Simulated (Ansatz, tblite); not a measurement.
Cost and result up the ladder for the cluster Si₄Ni₃ (the lowest singlet isomer of a short search) (7 atoms). The state is a singlet with charge 0. Geometry: r2SCAN-D4/def2-SVP.

| atom | x (Å) | y (Å) | z (Å) |
| --- | --- | --- | --- |
| Ni1 | -1.419 | -0.535 | 1.262 |
| Ni2 | 1.701 | -0.948 | -0.322 |
| Ni3 | -0.676 | 1.177 | -1.634 |
| Si4 | -0.460 | -0.785 | -0.701 |
| Si5 | -0.866 | 1.464 | 0.563 |
| Si6 | 0.476 | -1.559 | 1.343 |
| Si7 | 1.244 | 1.185 | -0.511 |

Ansatz on 4 threads of Intel Xeon 6975P-C on a shared host; xTB runs through tblite on one thread. Times are rough, summed over both states, and most runs start from the orbitals of an earlier one. No level here is sound enough to serve as a yardstick. The other state is a triplet at its own geometry, which has other bonds, so the gap mixes isomer and spin.

The xTB rows come from tblite. HOMO above LUMO, or a gap near zero within one spin, warns that the state may not be the lowest or that an electron is smeared out. The structure comes from a short search, and lower isomers may exist.

Run but left out: HF/def2-TZVP (singlet: restricted singlet, unstable towards broken spin symmetry); PBE0-D4/def2-TZVP, r2SCAN0-D4/def2-TZVP (triplet: ⟨S²⟩ 2.47 to 2.80, where a pure state has 2.00).

xTB has no spin-polarisation term.

```
              level  functions  wall time  triplet − singlet (eV)                                                                           remarks
           GFN1-xTB         63    0.044 s                    0.17                                                                                 –
           GFN2-xTB         63    0.062 s                    1.81                                                                                 –
   PBE-D4/def2-TZVP        283       44 s                    0.24  gap within one spin near zero (triplet), restricted SCF unstable in HF (singlet)
r2SCAN-D4/def2-TZVP        283       76 s                   -0.04  restricted SCF unstable in HF (singlet), spin-contaminated (⟨S²⟩ 2.27) (triplet)
```
